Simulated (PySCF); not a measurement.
Two species compared at the same levels of theory.

First species: C5H11NO2Si.
Numbering: `[CH2:1]=[N:2][SiH2:3][C:4](=[O:5])[O:6][CH:7]([CH3:8])[CH3:9]` (hydrogens: H10, H11 on C1; H12, H13 on Si3; H14 on C7; H15, H16, H17 on C8; H18, H19, H20 on C9)

Second species: C4H13ClSSi2.
InChI=1S/C4H13ClSSi2/c1-3-4-8(5)6-7-2/h8H,3-4,7H2,1-2H3/t8-/m1/s1

Levels: PBE0/pcSseg-1 for dipole moment, HOMO energy, LUMO energy and HOMO–LUMO gap; GFN2-xTB for rotational constant A and rotational constant C. Geometries: GFN2-xTB. Each species is one conformer at its optimised geometry, gas phase, non-relativistic unless stated. Electronic properties by PySCF.

The conformers computed, where there is a choice (atom-mapped SMILES and torsion angles):
- `[CH2:1]=[N:2][SiH2:3][C:4](=[O:5])[O:6][CH:7]([CH3:8])[CH3:9]`: C1–N2–Si3–C4 103°, N2–Si3–C4–O5 -64°, Si3–C4–O6–C7 180°, C4–O6–C7–C8 -147°
- `[CH3:1][CH2:2][CH2:3][Si@H:4]([Cl:5])[S:6][SiH2:7][CH3:8]`: C1–C2–C3–Si4 178°, C2–C3–Si4–Cl5 -56°, C3–Si4–S6–Si7 176°, Si4–S6–Si7–C8 178°

```
             property   column X   column Y
        dipole moment     0.59 D     0.89 D
          HOMO energy   -7.06 eV   -7.34 eV
          LUMO energy   -1.09 eV    0.40 eV
        HOMO–LUMO gap    5.97 eV    7.74 eV
rotational constant A  2.974 GHz  2.064 GHz
rotational constant C  0.613 GHz  0.372 GHz
```

(1) Which column belongs to which species?

(2) How does each property change from the first species to the second?

Results:

(1) Column X is the first species and column Y the second. The first has 20 atoms and 78 electrons, the second 21 and 98.

(2) dipole moment +0.30 D; HOMO energy -0.28 eV; LUMO energy +1.49 eV; HOMO–LUMO gap +1.77 eV; rotational constant A -0.910 GHz; rotational constant C -0.241 GHz.

On the first: The dipole matches unit charges of opposite sign 0.12 Å apart (1 e·Å = 4.8032 D). A dipole of 0.59 D is allowed in C1, and pure rotational transitions are dipole-allowed.

On the second: In atomic units the dipole is 0.35 e·bohr (1 au = 2.5417 D). A dipole of 0.89 D is allowed in C1, and pure rotational transitions are dipole-allowed.
